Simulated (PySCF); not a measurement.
**Static response to an electric field**

C4H6O5S.
Cartesian coordinates in Å at the PBE0-D3(BJ)/def2-SVP level; atoms count from 1:
```xyz
16
C4H6O5S angstrom
C      2.8958   -0.8715   -0.1978
C      2.4758    0.3903   -0.1959
O      1.1816    0.8721   -0.1808
C      0.0933    0.1157   -0.2482
O      0.0810   -1.0898   -0.3162
C     -1.1528    0.9622   -0.2503
S     -2.4642    0.1572    0.6838
O     -1.9324   -0.1313    1.9997
O     -3.6830    0.9026    0.4927
O     -2.6173   -1.1981   -0.1582
H      3.9748   -1.0357   -0.2026
H      2.2265   -1.7284   -0.1917
H      3.1541    1.2450   -0.1975
H     -1.5248    1.0922   -1.2780
H     -0.9845    1.9476    0.2023
H     -1.7281   -1.6185   -0.1682
```

Level: PBE0/def2-SVPD (PySCF), static field, nuclei fixed, core orbitals frozen in the response. The polarisability tensor in these axes (au):

```
x   109.10  -6.50  -3.33
y    -6.50  82.33  -0.03
z    -3.33  -0.03  66.35
```

**Question.** Diagonalise the tensor; give its mean and Δα, where Δα² is half the sum of the squared differences of the eigenvalues.

**Answer.** Principal values 66.07, 80.88 and 110.83 au; mean 85.93 au = 12.73 Å³ = 14.17 × 10⁻⁴⁰ C²·m²/J; Δα = 39.50 au (46 % of the mean).

**Question.** What is the dipole moment, and where does it point?

**Answer.** (5.23, 1.09, -2.74) D, 6.01 D in size, pointing from the negative to the positive side. Measured along this direction, the outermost atoms are O9 at the negative end and H11 at the positive end.

**Question.** Find the Langevin capture rate constant for H3O+ (19.018 u) meeting this molecule (165.994 u), k = 2.342 × 10⁻⁹ cm³/s × √(α in Å³ / reduced mass in u).

**Answer.** The reduced mass is 17.06 u, so k = 2.02 × 10⁻⁹ cm³/s. The formula leaves out the permanent dipole, which adds to the capture rate.

**Question.** What are the principal values of the traceless quadrupole moment, Θ = ½Σq(3rr − r²1), about the centre of nuclear charge?

**Answer.** -7.24, -0.34, 7.57 D·Å. The values depend on the origin, since the dipole doesn't vanish. The electronic extent ⟨r²⟩ about the same centre is 1883 bohr², a root-mean-square distance of 2.48 Å for the 86 electrons.

**Question.** What depolarisation ratio follows for Rayleigh scattering of linearly polarised light, taking the static tensor?

**Answer.** ρ = 3Δα²/(45ᾱ² + 4Δα²) = 4679.9/(332259 + 6239.8) = 0.0138.

Geometry: PBE0-D3(BJ)/def2-SVP, one conformer, isolated molecule.

These values come from a run that also computed excited states. Cost: about 2.5 min of CPU time on one thread; the machine was shared, so the figure is rough.
